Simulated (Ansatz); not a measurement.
Computed with Ansatz.

C2H6OSi (`C1C[SiH2]O1`) at its PBE0-D4/def2-TZVP geometry, where that method's forces vanish. Charge 0, multiplicity 1.

| atom | x (Å) | y (Å) | z (Å) |
| --- | --- | --- | --- |
| C1 | 0.5167 | 0.7290 | 0.6939 |
| C2 | -0.5465 | 0.6131 | -0.4239 |
| Si3 | -0.0751 | -1.1979 | -0.3462 |
| O4 | 0.9624 | -0.6418 | 0.8346 |
| H5 | 1.3651 | 1.3618 | 0.4210 |
| H6 | 0.1076 | 1.0785 | 1.6454 |
| H7 | -0.2956 | 1.1523 | -1.3360 |
| H8 | -1.5550 | 0.8800 | -0.1116 |
| H9 | -1.0884 | -2.1716 | 0.1441 |
| H10 | 0.6089 | -1.8034 | -1.5212 |

(1) For each bond, give half the difference of the two atoms' forces along it (eV/Å; positive pushes the atoms apart) under PBE-D4, r2SCAN-D4, B3LYP-D4, ωB97M-V in def2-TZVPP. (Best estimate.)

Results:

(1) The calculation gave: 
```json
{"bond": "C1–C2", "length (Å)": "1.547", "PBE-D4": "0.02", "r2SCAN-D4": "0.11", "B3LYP-D4": "0.23", "ωB97M-V": "0.18"}
{"bond": "C1–O4", "length (Å)": "1.448", "PBE-D4": "0.41", "r2SCAN-D4": "0.35", "B3LYP-D4": "0.35", "ωB97M-V": "0.24"}
{"bond": "C1–H5", "length (Å)": "1.093", "PBE-D4": "0.08", "r2SCAN-D4": "-0.08", "B3LYP-D4": "-0.18", "ωB97M-V": "-0.16"}
{"bond": "C1–H6", "length (Å)": "1.093", "PBE-D4": "0.08", "r2SCAN-D4": "-0.08", "B3LYP-D4": "-0.18", "ωB97M-V": "-0.16"}
{"bond": "C2–Si3", "length (Å)": "1.873", "PBE-D4": "0.11", "r2SCAN-D4": "0.04", "B3LYP-D4": "0.21", "ωB97M-V": "0.12"}
{"bond": "C2–H7", "length (Å)": "1.089", "PBE-D4": "0.07", "r2SCAN-D4": "-0.05", "B3LYP-D4": "-0.09", "ωB97M-V": "-0.08"}
{"bond": "C2–H8", "length (Å)": "1.089", "PBE-D4": "0.07", "r2SCAN-D4": "-0.05", "B3LYP-D4": "-0.10", "ωB97M-V": "-0.08"}
{"bond": "Si3–O4", "length (Å)": "1.667", "PBE-D4": "0.48", "r2SCAN-D4": "0.07", "B3LYP-D4": "0.15", "ωB97M-V": "0.10"}
{"bond": "Si3–H9", "length (Å)": "1.488", "PBE-D4": "-0.01", "r2SCAN-D4": "-0.03", "B3LYP-D4": "-0.16", "ωB97M-V": "-0.16"}
{"bond": "Si3–H10", "length (Å)": "1.488", "PBE-D4": "-0.01", "r2SCAN-D4": "-0.03", "B3LYP-D4": "-0.16", "ωB97M-V": "-0.16"}
```

B3LYP here is the variant with VWN-RPA as its local correlation; programs differ in this.
